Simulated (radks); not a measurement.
Task: The mean radii <r> (bohr) of the occupied orbitals of an atom or ion are listed with their occupations. Calculated with a radial shooting solver on a logarithmic mesh with Libxc functionals: scalar-relativistic Kohn-Sham, PBE, spin-unpolarised, spherical densities, point nucleus.

| orbital | occ. | <r> |
|---|---|---|
| 1s | 2 | 0.01743 |
| 2s | 2 | 0.07360 |
| 2p | 6 | 0.06624 |
| 3s | 2 | 0.1904 |
| 3p | 6 | 0.1913 |
| 3d | 10 | 0.1733 |
| 4s | 2 | 0.4233 |
| 4p | 6 | 0.4505 |
| 4d | 10 | 0.4784 |
| 5s | 2 | 0.9758 |
| 4f | 14 | 0.5348 |
| 5p | 6 | 1.127 |
| 5d | 6 | 1.582 |
| 6s | 1 | 2.502 |

Name the element and its charge.

Result: Z = 77, iridium, charge +2: Ir2+ in [Xe] 4f14 5d6 6s1. The 1s radius gives Z: for a bare nucleus <r> = (2 gamma + 1)/(2Z) with gamma = sqrt(1 - (Z/c)^2), 0.01724 bohr for Z = 77, and screening makes it slightly larger (0.01743 here). The occupations add up to 75, and the charge is Z minus that.
